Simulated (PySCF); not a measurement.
PySCF job for H4O3Si, SMILES O[SiH](O)O, PBE0-D3(BJ)/def2-SVP. Coordinates come from a PBE0-D3(BJ)/def2-SVP optimisation. One conformer was computed; it need not be the lowest.

```python
import numpy as np
from pyscf import gto, scf, dft, df
from pyscf.hessian import thermo

mol = gto.M(
    atom='''
    Si   -0.03329809    0.33151266   -0.09423885
    O    -1.21673929   -0.64024993   -0.71280087
    O    -0.19839817    0.39449384    1.54520891
    O     1.38222951   -0.36533489   -0.60887148
    H    -0.11623875    1.74341588   -0.53246801
    H    -0.95106135   -1.17670021   -1.46557905
    H    -0.39837225   -0.44124663    1.97867424
    H     2.19510915    0.12208159   -0.44957589
    ''',
    basis='def2-SVP',
    charge=0,
    spin=0,
    max_memory=1600,
    verbose=3,
)
mf = dft.RKS(mol, xc='pbe0').density_fit(auxbasis='def2-universal-jkfit')
mf.disp = 'd3bj'
mf.grids.level = 3
mf.conv_tol = 1e-11
mf.max_cycle = 100
mf.kernel()

# [left out here: the lines that compute and print the analytic Hessian (its translational invariance restored by hand, since the grid's response is missing), thermochemistry and intensities]
```

Program output:

```
converged SCF energy = -517.078237903737

WARN: DFTD3 does not support analytical Hessian, using finite difference


WARN: Mole.unit (angstrom) is changed to Bohr

Mode                                 0                   1                   2
Irrep
Freq [cm^-1]                      163.9705            226.2418            244.2648
Reduced mass [au]                   1.4570              1.1928              1.2569
Force const [Dyne/A]                0.0231              0.0360              0.0442
Char temp [K]                     235.9170            325.5116            351.4427
Normal mode                   x     y     z       x     y     z       x     y     z
       0  Si                -0.04  0.01  0.01   -0.02 -0.02 -0.02    0.01  0.01 -0.03
       1   O                 0.01  0.01 -0.09   -0.03 -0.01 -0.01   -0.03 -0.01  0.07
       2   O                 0.08  0.01  0.02    0.03  0.02 -0.02    0.02 -0.03 -0.03
       3   O                -0.04 -0.00  0.00    0.02  0.01  0.07    0.03  0.05 -0.02
       4   H                -0.14  0.01  0.04   -0.07 -0.02 -0.03   -0.03 -0.01 -0.06
       5   H                 0.28 -0.39  0.29   -0.25  0.40 -0.38   -0.20  0.08 -0.06
       6   H                 0.27 -0.00  0.08    0.62 -0.06  0.10   -0.41  0.02 -0.13
       7   H                 0.02 -0.25  0.43   -0.01  0.01  0.22    0.09 -0.28  0.67
Mode                                 3                   4                   5
Irrep
Freq [cm^-1]                      306.7051            370.2447            388.9064
Reduced mass [au]                   2.9066              2.0274              5.1133
Force const [Dyne/A]                0.1611              0.1637              0.4557
Char temp [K]                     441.2804            532.6997            559.5497
Normal mode                   x     y     z       x     y     z       x     y     z
       0  Si                -0.01 -0.02 -0.04   -0.03 -0.05  0.03    0.03 -0.10  0.03
       1   O                -0.10  0.05  0.00   -0.00 -0.02 -0.09   -0.06  0.05 -0.02
       2   O                 0.06 -0.04 -0.04    0.11  0.05  0.04   -0.07  0.06  0.02
       3   O                 0.07  0.04  0.11   -0.01  0.02  0.01    0.07  0.05 -0.09
       4   H                -0.03 -0.04 -0.09   -0.02 -0.05 -0.00    0.03 -0.08  0.07
       5   H                -0.12 -0.30  0.25    0.03  0.23 -0.26   -0.11 -0.13  0.09
       6   H                -0.08 -0.03 -0.07   -0.49  0.24  0.13    0.11  0.13  0.23
       7   H                -0.04  0.31 -0.13   -0.06  0.12 -0.05    0.03  0.05  0.14
Mode                                 6                   7                   8
Irrep
Freq [cm^-1]                      748.3719            781.3161            804.7647
Reduced mass [au]                   1.0601              1.8669              1.3961
Force const [Dyne/A]                0.3498              0.6715              0.5327
Char temp [K]                    1076.7406           1124.1399           1157.8772
Normal mode                   x     y     z       x     y     z       x     y     z
       0  Si                 0.01 -0.00  0.00    0.00 -0.02  0.00   -0.01 -0.01 -0.01
       1   O                 0.01  0.01 -0.02    0.08  0.03  0.03    0.10  0.03 -0.02
       2   O                -0.01  0.00  0.02    0.00 -0.04 -0.12    0.00  0.03  0.06
       3   O                 0.01  0.03  0.03   -0.07  0.03  0.03   -0.02 -0.04 -0.02
       4   H                -0.54 -0.08 -0.12    0.05  0.07  0.29   -0.13 -0.00  0.02
       5   H                -0.28 -0.08 -0.04   -0.22 -0.11  0.04   -0.62 -0.27 -0.04
       6   H                -0.04  0.01  0.02   -0.02  0.31  0.51   -0.02 -0.14 -0.24
       7   H                 0.39 -0.50 -0.36   -0.04 -0.02 -0.01   -0.23  0.28  0.13
Mode                                 9                  10                  11
Irrep
Freq [cm^-1]                      839.7175            852.7909            910.4036
Reduced mass [au]                   2.1232              1.6307              1.2716
Force const [Dyne/A]                0.8821              0.6987              0.6209
Char temp [K]                    1208.1665           1226.9762           1309.8680
Normal mode                   x     y     z       x     y     z       x     y     z
       0  Si                -0.02  0.07 -0.03   -0.04  0.02  0.00    0.01 -0.02  0.03
       1   O                -0.05 -0.07 -0.03    0.03  0.05  0.04   -0.02 -0.01  0.00
       2   O                -0.00 -0.01  0.06   -0.01 -0.03 -0.02    0.01  0.05 -0.08
       3   O                 0.09 -0.05 -0.02    0.08 -0.09 -0.04    0.00 -0.01  0.01
       4   H                 0.08  0.22  0.45   -0.60 -0.05 -0.11   -0.31  0.16  0.66
       5   H                -0.22 -0.13 -0.05    0.21  0.15  0.03    0.09  0.05 -0.01
       6   H                -0.04  0.13  0.30   -0.05  0.12  0.23   -0.03 -0.13 -0.43
       7   H                 0.08 -0.03 -0.03   -0.12  0.23  0.11   -0.01  0.01 -0.01
Mode                                12                  13                  14
Irrep
Freq [cm^-1]                      975.7849            994.9236           2301.0085
Reduced mass [au]                   3.2982              4.3631              1.0411
Force const [Dyne/A]                1.8502              2.5447              3.2476
Char temp [K]                    1403.9372           1431.4736           3310.6390
Normal mode                   x     y     z       x     y     z       x     y     z
       0  Si                 0.12  0.03 -0.00   -0.01  0.05  0.12   -0.00  0.03 -0.01
       1   O                -0.08 -0.06 -0.04   -0.03 -0.04 -0.05   -0.00 -0.00 -0.00
       2   O                -0.01 -0.01  0.01    0.01 -0.01 -0.11    0.00  0.00 -0.00
       3   O                -0.08  0.00  0.02    0.04 -0.02 -0.03   -0.00  0.00  0.00
       4   H                -0.35 -0.02 -0.08    0.09 -0.07 -0.28    0.06 -0.93  0.29
       5   H                 0.00 -0.02 -0.04   -0.26 -0.15 -0.04   -0.00  0.01 -0.00
       6   H                -0.01  0.06  0.14    0.02  0.01 -0.07   -0.00  0.00 -0.00
       7   H                -0.23  0.21  0.13    0.01  0.02  0.02   -0.00  0.00 -0.00
Mode                                15                  16                  17
Irrep
Freq [cm^-1]                     3924.5363           3935.2729           3941.6552
Reduced mass [au]                   1.0664              1.0667              1.0670
Force const [Dyne/A]                9.6771              9.7332              9.7676
Char temp [K]                    5646.5340           5661.9815           5671.1643
Normal mode                   x     y     z       x     y     z       x     y     z
       0  Si                -0.00 -0.00 -0.00   -0.00 -0.00  0.00   -0.00  0.00  0.00
       1   O                -0.00  0.00  0.00   -0.01  0.03  0.05    0.00 -0.00 -0.00
       2   O                -0.01 -0.05  0.03    0.00  0.00 -0.00   -0.00 -0.00  0.00
       3   O                -0.00 -0.00 -0.00    0.00  0.00  0.00    0.05  0.03  0.01
       4   H                -0.00  0.00 -0.00   -0.00 -0.00 -0.00   -0.00  0.00  0.00
       5   H                 0.01 -0.03 -0.04    0.25 -0.55 -0.76   -0.01  0.02  0.02
       6   H                 0.20  0.83 -0.45   -0.01 -0.04  0.02    0.01  0.06 -0.03
       7   H                 0.06  0.03  0.01   -0.03 -0.02 -0.01   -0.82 -0.47 -0.15
temperature 298.1500 [K]
pressure 101325.00 [Pa]
Rotational constants [GHz] 7.15184 6.43334 3.93059
Symmetry number 1
Zero-point energy (ZPE) 0.05174 [Eh]   135841.225 [J/mol]
                           tot       elec      trans        rot        vib
Entropy [J/mol/K]       314.017      0.000    163.415    104.554     46.048
Cv [J/mol/K]             86.217      0.000     12.472     12.472     61.274
Cp [J/mol/K]             94.532      0.000     20.786     12.472     61.274
Internal energy [J/mol]                      3718.434   3718.434 144306.446
Internal energy [Eh]   -517.02044  -517.07824
Enthalpy [J/mol]                             6197.391   3718.434 144306.446
Enthalpy [Eh]          -517.01950
Gibbs free energy [J/mol]                  -42524.749 -27454.442 130577.375
Gibbs free energy [Eh] -517.05516
static polarisability / bohr^3: [[27.852  1.106 -0.563]
 [ 1.105 28.101  0.538]
 [-0.563  0.538 28.174]]
largest difference of analytic and finite-field dipole derivatives / e: 0.0012332775227608117
mode   freq/cm-1   IR/(km/mol)   Raman/(A^4/amu)   depolarisation
   1      163.97       167.947             2.159            0.739
   2      226.24        14.957             3.001            0.749
   3      244.26        45.599             1.035            0.749
   4      306.71        27.836             1.239            0.662
   5      370.24        94.250             1.829            0.749
   6      388.91       120.499             1.010            0.699
   7      748.37       119.490             5.365            0.743
   8      781.32        47.599             3.359            0.030
   9      804.76       180.691             2.106            0.745
  10      839.72        63.032             7.829            0.156
  11      852.79        97.977             6.613            0.735
  12      910.40        56.013             8.782            0.750
  13      975.78       260.638             1.345            0.503
  14      994.92       299.338             0.944            0.729
  15     2301.01       143.897           107.064            0.176
  16     3924.54       106.181            81.493            0.345
  17     3935.27       110.200            72.696            0.247
  18     3941.66        92.910            91.298            0.236
max |gradient| / (hartree/bohr): 4.664444070649103e-05
APT charges: [ 1.9716 -0.8677 -0.8719 -0.8883 -0.2975  0.318   0.3182  0.3177]
```

Self-consistency was reached.
